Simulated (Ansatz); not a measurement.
The cluster Pd₂Se₃, relaxed as a singlet with RKS PBE-D4/def2-SVP in Ansatz, starting from the GFN2-xTB geometry. Force threshold 0.02 eV/Å.

In the def2 sets Pd takes a core potential; there is no spin–orbit coupling. The restricted singlet is unstable towards broken spin symmetry in Hartree–Fock (as tested in another run); at PBE-D4/def2-SVP this wasn't settled. An occupied level of the charge 0 singlet lies above an empty one (by up to 0.33 eV), so this SCF solution is probably not the lowest. The relaxation made no stability test and no search for a lower SCF solution. No other spin state of charge 0 was run. Another isomer (singlet) lies 1.76 eV lower at PBE0-D4/def2-TZVP; other spin states weren't run for this one.

Start:

| atom | x (Å) | y (Å) | z (Å) |
| --- | --- | --- | --- |
| Pd1 | 0.084 | 0.341 | -0.471 |
| Pd2 | -0.278 | -1.146 | 1.639 |
| Se3 | -1.732 | -1.089 | -0.202 |
| Se4 | 1.551 | 0.291 | 1.333 |
| Se5 | 0.375 | 1.604 | -2.299 |

```csv
step,energy (eV),largest force component (eV/Å),SCF passes
1,-202959.4270,1.211,69
2,-202959.5186,0.295,41
3,-202959.5332,0.115,39
4,-202959.5362,0.009,32
5,-202959.5363,0.019,35
6,-202959.5364,0.014,34
7,-202959.5369,0.017,40
8,-202959.5376,0.032,38
9 (rejected),-202959.5355,0.286,49
10,-202959.5418,0.093,41
11,-202959.5450,0.189,40
12,-202959.5514,0.066,44
13,-202959.5527,0.059,37
14,-202959.5529,0.013,32
```

Force components are those of the run's own axes.

End:

Cartesian coordinates in Å:
```
Pd 0.092 0.329 -0.503
Pd -0.455 -0.892 1.794
Se -1.632 -1.286 -0.287
Se 1.681 0.114 1.246
Se 0.313 1.735 -2.251
```

By distances, no bond broke or formed. The bond that changes most is Pd2–Se4, from 2.35 to 2.42 Å (atoms count from 1).

The force fell under the threshold at step 4, but the optimiser went on and released 0.017 eV more. No frequencies were taken in this run, so the end may be a saddle point.

Hardware: 4 threads of Arm Neoverse N1 on a shared host. Wall time 62 s.
